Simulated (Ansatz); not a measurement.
Stepwise reaction of `[AlH3]` with hydrogen sulfide, as a gas-phase model of exchange steps in deposition or etching. ΔE in kJ/mol; ΔG adds harmonic PBE0-D4 terms to CCSD(T)/CBS, at 1 bar.

Calculated with Ansatz (gas phase, PBE0-D4/def2-TZVP geometries, no zero-point term in ΔE). CCSD(T)/CBS is the MP2 limit (def2-TZVPP, def2-QZVPP) plus CCSD(T) − MP2 in def2-TZVPP, frozen cores. This one scheme is used for every species. Functionals use def2-TZVPP. B3LYP here is the variant with VWN-RPA as its local correlation; programs differ in this. One conformer a species, not always the lowest.

```
step                                           reaction  PBE-D4  B3LYP-D4  ωB97M-V  CCSD(T)/CBS  ΔG(400 K)
   1                 `[AlH3]` + H₂S → `[AlH2][SH]` + H₂  -109.1    -102.6   -103.1       -106.5     -101.9
   2          `[AlH2][SH]` + H₂S → `[SH][AlH][SH]` + H₂   -99.3     -94.2    -94.2        -97.9      -87.0
   3  `[SH][AlH][SH]` + H₂S → `[SH][Al]([SH])[SH]` + H₂   -92.2     -88.5    -87.3        -91.7      -89.9
```

(1) By hand: ΔE of the 3 steps together at CCSD(T)/CBS.

Answers

(1) (-106.5) + (-97.9) + (-91.7) = -296.1 kJ/mol, or -98.7 kJ/mol a step.

In ΔE each step is higher than the one before. All are downhill at CCSD(T)/CBS. ΔG lies between -101.9 and -87.0 kJ/mol a step. PBE-D4 differs from CCSD(T)/CBS by -2.6 to -0.5 kJ/mol a step. Isolated molecules leave out the surface, adducts and barriers. Largest T1 diagnostic: 0.011.
